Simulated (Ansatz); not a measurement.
Torsional profile of SMILES C#C[SiH2][SiH2][Si](Cl)(Cl)Cl (C2H5Cl3Si3), singlet. Scanned: dihedral C2–Si3–Si4–Si5; all other coordinates were relaxed at B3LYP-D3(BJ)/def2-SVP. Points at φ and −φ are mirror images.

Geometry of the scan point at -105° (Å):
```
13

C     -2.2958     1.4778    -0.4643
C     -1.7403     0.4586    -0.8312
Si    -0.8533    -1.0646    -1.3307
Si     1.0335    -1.3079     0.0695
Si     2.8576    -0.7078    -1.2482
Cl     3.0018    -2.0479    -2.8221
Cl     2.5169     1.1762    -2.0393
Cl     4.6601    -0.6836    -0.2345
H     -2.7895     2.3772    -0.1437
H     -0.4087    -0.9624    -2.7474
H     -1.7566    -2.2410    -1.1856
H      1.2297    -2.7203     0.5080
H      0.9591    -0.4080     1.2543
```

Method: CCSD(T) on RHF/cc-pVDZ, frozen core // B3LYP-D3(BJ)/def2-SVP in Ansatz (a program for electronic structure).

Scanned values (°): -165, -135, -105, -75, -45, -15, 15, 45, 75, 105, 135, 165.

Task: Describe the profile: where are the wells and the tops?

Result: Lower than their neighbours: -45° (0.00 kJ/mol), 45° (0.00 kJ/mol). Higher than their neighbours: -135° (3.21 kJ/mol), 135° (3.21 kJ/mol). The whole profile spans 3.21 kJ/mol.
